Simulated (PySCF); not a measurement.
Constitutional and geometric isomers with formula C2H4B2. All species are isolated molecules in the gas phase. One relaxed conformer stands for each flexible species; it need not be the lowest. Strings in code marks are SMILES.

The HOMO from two functionals at the same geometries (CAM-B3LYP-D3(BJ)/def2-TZVP), both in PySCF: PBE-D3(BJ)/def2-TZVP and CAM-B3LYP-D3(BJ)/def2-TZVP. 

| species | CAM-B3LYP-D3(BJ)/def2-TZVP (eV) |
|---|---|
| `B=C=BC` | -8.34 |
| `C=BB=C` | -8.43 |
| `CC1=BB1` | -9.16 |
| `BC#CB` | -9.92 |

Q: What does PBE-D3(BJ)/def2-TZVP give for each?

A: 
- `B=C=BC`: -6.12
- `C=BB=C`: -6.14
- `CC1=BB1`: -6.69
- `BC#CB`: -7.51
Over these rows, drawn at random from the members with no instability flagged (it was tested for open shells, ions and some series alone), PBE minus CAM-B3LYP-D3(BJ): mean +2.35 eV, from +2.22 eV to +2.48 eV.
